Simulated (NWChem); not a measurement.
The numbers come from NWChem runs, not from measurements. System: C3H3ClF2, charge 0, spin multiplicity 1, at a geometry optimised with PBE0/def2-SVP. The structure started from a generated list of species. Level: MP2/def2-SVP, 10 core orbitals frozen.

The NWChem input:

```
start mol
memory heap 200 mb stack 800 mb global 1000 mb
geometry units angstroms nocenter noautoz noautosym
  C     -1.574513    -0.574491    -0.713156
  C     -0.524851     0.072435    -0.215834
  Cl    -0.647523     1.608757     0.566220
  C      0.891377    -0.438654    -0.276795
  F      0.933255    -1.610181    -0.940791
  F      1.367175    -0.643885     0.967500
  H     -1.423777    -1.539585    -1.199567
  H     -2.581610    -0.160287    -0.646638
  H      1.557330     0.281862    -0.785209
end
basis spherical
  * library def2-svp
end
scf
  rhf
  nopen 0
  maxiter 100
  thresh 1e-7
  semidirect memsize 60000000 filesize 0
end
mp2
  freeze core 10
end
task mp2 energy
```

NWChem printed:

```
             Northwest Computational Chemistry Package (NWChem) 7.3.0
             --------------------------------------------------------

                                NWChem Input Module
                                -------------------

 Scaling coordinates for geometry "geometry" by  1.889725989
 (inverse scale =  0.529177249)

                             Geometry "geometry" -> ""
                             -------------------------

 Output coordinates in angstroms (scale by  1.889725989 to convert to a.u.)

  No.       Tag          Charge          X              Y              Z
 ---- ---------------- ---------- -------------- -------------- --------------
    1 C                    6.0000    -1.57451300    -0.57449100    -0.71315600
    2 C                    6.0000    -0.52485100     0.07243500    -0.21583400
    3 Cl                  17.0000    -0.64752300     1.60875700     0.56622000
    4 C                    6.0000     0.89137700    -0.43865400    -0.27679500
    5 F                    9.0000     0.93325500    -1.61018100    -0.94079100
    6 F                    9.0000     1.36717500    -0.64388500     0.96750000
    7 H                    1.0000    -1.42377700    -1.53958500    -1.19956700
    8 H                    1.0000    -2.58161000    -0.16028700    -0.64663800
    9 H                    1.0000     1.55733000     0.28186200    -0.78520900

 Effective nuclear repulsion energy (a.u.)     294.4672539731

            Nuclear Dipole moment (a.u.)
            ----------------------------
        X                 Y               Z
 ---------------- ---------------- ----------------
    -0.0000000000     0.0000094486    -0.0000056692


 Summary of "ao basis" -> "" (spherical)
 ------------------------------------------------------------------------------
       Tag                 Description            Shells   Functions and Types
 ---------------- ------------------------------  ------  ---------------------
 *                          def2-svp                  on all atoms

 Summary of "ao basis" -> "ao basis" (spherical)
 ------------------------------------------------------------------------------
       Tag                 Description            Shells   Functions and Types
 ---------------- ------------------------------  ------  ---------------------
 C                          def2-svp                 6       14   3s2p1d
 Cl                         def2-svp                 8       18   4s3p1d
 F                          def2-svp                 6       14   3s2p1d
 H                          def2-svp                 3        5   2s1p

                                 NWChem SCF Module
                                 -----------------

  ao basis        = "ao basis"
  functions       =   103
  atoms           =     9
  closed shells   =    28
  open shells     =     0
  charge          =   0.00
  wavefunction    = RHF
  use symmetry    = F
  symmetry adapt  = F

 Summary of "ao basis" -> "ao basis" (spherical)
 ------------------------------------------------------------------------------
       Tag                 Description            Shells   Functions and Types
 ---------------- ------------------------------  ------  ---------------------
 C                          def2-svp                 6       14   3s2p1d
 Cl                         def2-svp                 8       18   4s3p1d
 F                          def2-svp                 6       14   3s2p1d
 H                          def2-svp                 3        5   2s1p

 Forming initial guess at       0.1s

      Superposition of Atomic Density Guess
      -------------------------------------

 Sum of atomic energies:        -772.28081055

      Non-variational initial energy
      ------------------------------

 Total energy =    -774.733345
 1-e energy   =   -1652.264021
 2-e energy   =     583.063422
 HOMO         =      -0.296375
 LUMO         =       0.016111

 Starting SCF solution at       1.9s

 ----------------------------------------------
         Quadratically convergent ROHF

 Convergence threshold     :          1.000E-07
 Maximum no. of iterations :          100
 Final Fock-matrix accuracy:          1.000E-09
 ----------------------------------------------

              iter       energy          gnorm     gmax       time
             ----- ------------------- --------- --------- --------
                 1     -773.1855589503  1.38D+00  1.96D-01      2.0
                 2     -773.2910439114  3.89D-01  6.20D-02      2.3
                 3     -773.3050936372  2.88D-02  6.66D-03      2.8
                 4     -773.3052087048  4.09D-04  1.03D-04      3.6
                 5     -773.3052087318  1.59D-07  2.56D-08      4.8
                 6     -773.3052087318  5.97D-09  1.18D-09      5.4

       Final RHF  results
       ------------------

         Total SCF energy =   -773.305208731790
      One-electron energy =  -1653.881262857699
      Two-electron energy =    586.108800152836
 Nuclear repulsion energy =    294.467253973073

        Time for solution =      3.5s

             Final eigenvalues
             -----------------

              1
    1 -104.8121
    2  -26.3173
    3  -26.3092
    4  -11.4307
    5  -11.3192
    6  -11.2746
    7  -10.5758
    8   -8.0509
    9   -8.0473
   10   -8.0472
   11   -1.6560
   12   -1.5887
   13   -1.1826
   14   -1.0396
   15   -0.9678
   16   -0.8212
   17   -0.7935
   18   -0.7755
   19   -0.7268
   20   -0.6822
   21   -0.6477
   22   -0.6462
   23   -0.6305
   24   -0.5794
   25   -0.5335
   26   -0.5199
   27   -0.4685
   28   -0.3879
   29    0.1229
   30    0.1936
   31    0.2156
   32    0.2191
   33    0.2761
   34    0.3248
   35    0.3770
   36    0.4369
   37    0.4551
   38    0.5310

                       ROHF Final Molecular Orbital Analysis
                       -------------------------------------

 Vector   26  Occ=2.000000D+00  E=-5.198652D-01
              MO Center= -4.4D-01,  8.6D-01,  1.5D-01, r^2= 2.7D+00
   Bfn.  Coefficient  Atom+Function         Bfn.  Coefficient  Atom+Function
  ----- ------------  ---------------      ----- ------------  ---------------
    41      0.374845  3 Cl pz                38      0.284882  3 Cl pz
    40     -0.262239  3 Cl py                37     -0.208927  3 Cl py
    20      0.207736  2 C  pz                99      0.164621  9 H  s
    35      0.163737  3 Cl pz                23      0.158216  2 C  pz

 Vector   27  Occ=2.000000D+00  E=-4.684792D-01
              MO Center= -5.7D-01,  1.4D+00,  4.5D-01, r^2= 1.8D+00
   Bfn.  Coefficient  Atom+Function         Bfn.  Coefficient  Atom+Function
  ----- ------------  ---------------      ----- ------------  ---------------
    39      0.634083  3 Cl px                36      0.448302  3 Cl px
    33      0.257936  3 Cl px

 Vector   28  Occ=2.000000D+00  E=-3.879462D-01
              MO Center= -9.4D-01,  2.8D-01, -1.7D-01, r^2= 2.6D+00
   Bfn.  Coefficient  Atom+Function         Bfn.  Coefficient  Atom+Function
  ----- ------------  ---------------      ----- ------------  ---------------
    41      0.382555  3 Cl pz                 6     -0.307469  1 C  pz
    20     -0.291746  2 C  pz                38      0.241760  3 Cl pz
     9     -0.237100  1 C  pz                23     -0.215082  2 C  pz
    40     -0.194394  3 Cl py                 5      0.160359  1 C  py
    19      0.152012  2 C  py

 Vector   29  Occ=0.000000D+00  E= 1.228965D-01
              MO Center= -9.0D-01, -2.4D-01, -4.6D-01, r^2= 2.9D+00
   Bfn.  Coefficient  Atom+Function         Bfn.  Coefficient  Atom+Function
  ----- ------------  ---------------      ----- ------------  ---------------
     9      0.614771  1 C  pz                23     -0.560020  2 C  pz
     8     -0.364699  1 C  py                22      0.363639  2 C  py
   100     -0.342862  9 H  s                 20     -0.329561  2 C  pz
     6      0.306626  1 C  pz                41      0.210076  3 Cl pz
    49      0.199377  4 C  s                 19      0.178918  2 C  py

 Vector   30  Occ=0.000000D+00  E= 1.936329D-01
              MO Center= -4.3D-01,  3.9D-01, -5.6D-01, r^2= 6.7D+00
   Bfn.  Coefficient  Atom+Function         Bfn.  Coefficient  Atom+Function
  ----- ------------  ---------------      ----- ------------  ---------------
   100      1.438551  9 H  s                 95      1.329956  8 H  s
    49     -1.066286  4 C  s                  3     -0.807109  1 C  s
    54     -0.550499  4 C  py                 7      0.510759  1 C  px
    40     -0.427323  3 Cl py                32      0.306556  3 Cl s
     8     -0.287962  1 C  py                53     -0.276571  4 C  px

 Vector   31  Occ=0.000000D+00  E= 2.155869D-01
              MO Center= -7.4D-01,  2.0D-02, -9.2D-01, r^2= 8.1D+00
   Bfn.  Coefficient  Atom+Function         Bfn.  Coefficient  Atom+Function
  ----- ------------  ---------------      ----- ------------  ---------------
     3      1.941802  1 C  s                100      1.593250  9 H  s
    95     -1.576360  8 H  s                 49     -1.392692  4 C  s
    90     -0.900629  7 H  s                 54     -0.526088  4 C  py
     7     -0.518489  1 C  px                53     -0.350268  4 C  px
    21      0.313432  2 C  px                55      0.291142  4 C  pz

 center of mass
 --------------
 x =   0.06915546 y =   0.01206688 z =   0.05376228

 moments of inertia (a.u.)
 ------------------
         757.968293578436         260.516512063451         -34.125976328069
         260.516512063451         629.069584021503        -202.500938062982
         -34.125976328069        -202.500938062982         988.550837777773

  Mulliken analysis of the total density
  --------------------------------------

    Atom       Charge   Shell Charges
 -----------   ------   -------------------------------------------------------
    1 C    6     6.00   1.99  0.87  0.25  1.98  0.87  0.04
    2 C    6     6.23   1.99  0.93  0.24  1.99  1.03  0.06
    3 Cl  17    17.13   2.00  1.99  1.21  0.76  5.94  2.10  3.09  0.04
    4 C    6     5.20   1.99  0.90  0.00  1.85  0.32  0.14
    5 F    9     9.34   1.99  1.12  0.81  3.34  2.06  0.01
    6 F    9     9.33   1.99  1.12  0.81  3.34  2.06  0.01
    7 H    1     0.91   0.74  0.14  0.03
    8 H    1     0.91   0.74  0.15  0.03
    9 H    1     0.96   0.77  0.16  0.02

       Multipole analysis of the density wrt the origin
       ------------------------------------------------

     L   x y z        total         open         nuclear
     -   - - -        -----         ----         -------
     0   0 0 0      0.000000      0.000000     56.000000

     1   1 0 0     -0.426738      0.000000     -0.000000
     1   0 1 0      0.157950      0.000000      0.000009
     1   0 0 1     -0.617453      0.000000     -0.000006

     2   2 0 0    -27.958992      0.000000    229.265393
     2   1 1 0      2.517890      0.000000   -118.767323
     2   1 0 1     -0.236740      0.000000     20.929340
     2   0 2 0    -31.782277      0.000000    273.917794
     2   0 1 1      0.080357      0.000000    101.184374
     2   0 0 2    -31.263437      0.000000    100.364707

                   NWChem MP2 Semi-direct Energy/Gradient Module
                   ---------------------------------------------

  Basis functions       =    103
  Molecular orbitals    =    103
  Frozen core           =     10
  Frozen virtuals       =      0
  Active alpha occupied =     18
  Active beta occupied  =     18
  Active alpha virtual  =     75
  Active beta virtual   =     75
  Use MO symmetry       = F
  Use skeleton AO sym   = F

  AO/Fock/Back tols     =   1.0D-09  1.0D-09  1.0D-09

 GA uses MA = F    GA memory limited = T

 Available:
  local mem=  1.15D+08
 global mem=  1.31D+08
 local disk=  0.00D+00
  mp2_memr nvloc                    75
  nvloc new                    75
   1 passes of  18:        3145728                      56067                  23505247.
   1 passes of  18: M    114683964           G      131050782           F     111538236.

 Semi-direct pass number   1 of   1  for RHF alpha+beta  at        5.4s
  vrange nnbf                  5117
  mp2_eaftype                    89  avail_ma_in_mb                   999
 EAF : mp2_eaftype filesize          89   11752624.
  mp2_eaf for mointskh                     89
Node 0 wrote     55.3 Mb in      0.0 s     Agg I/O rate:  2031.9 Mb/s
 Done moints_semi at        9.4s
  mp2_eaftype                    89  avail_ma_in_mb                   910
 EAF : mp2_eaftype filesize          89   11752624.
  mp2_eaf for kh                    89
 Done maket at        9.8s
 Done multipass loop at        9.8s

          -------------------------------------------
          SCF energy                -773.305208731790
          Correlation energy          -0.895001330935
          Singlet pairs               -0.541554454935
          Triplet pairs               -0.353446876000
          Total MP2 energy          -774.200210062725
          -------------------------------------------

          ---------------------------------------------------
                    Spin Component Scaled (SCS) MP2
          Same spin pairs                     -0.235631250666
          Same spin scaling factor             0.333333333333
          Opposite spin pairs                 -0.659370080269
          Opposite spin scaling fact.          1.200000000000
          SCS-MP2 correlation energy          -0.869787846544
          Total SCS-MP2 energy              -774.174996578335
          ---------------------------------------------------

 -----------------------
 Performance information
 -----------------------

 Timer overhead =  2.34D-07 seconds/call

               Nr. of calls         CPU time (s)                 Wall time (s)                GFlops
             ---------------    -------------------     ------------------------------   -------------------
Name         Min   Avg   Max    Min     Avg     Max     Min     Avg     Max   Mx/calls   Min     Max     Sum
mp2: moin     1     1     1    4.0     4.0     4.0      4.0     4.0     4.0     4.0      0.0     0.0     0.0
mp2: make     1     1     1   0.38    0.38    0.38     0.38    0.38    0.38    0.38      0.0     0.0     0.0
mp2: tota     1     1     1    4.4     4.4     4.4      4.4     4.4     4.4     4.4      0.0     0.0     0.0

 The average no. of pstat calls per process was 3.00D+00
 with a timing overhead of 7.03D-07s

 Task  times  cpu:        9.7s     wall:        9.7s

 Total times  cpu:        9.8s     wall:        9.8s
```
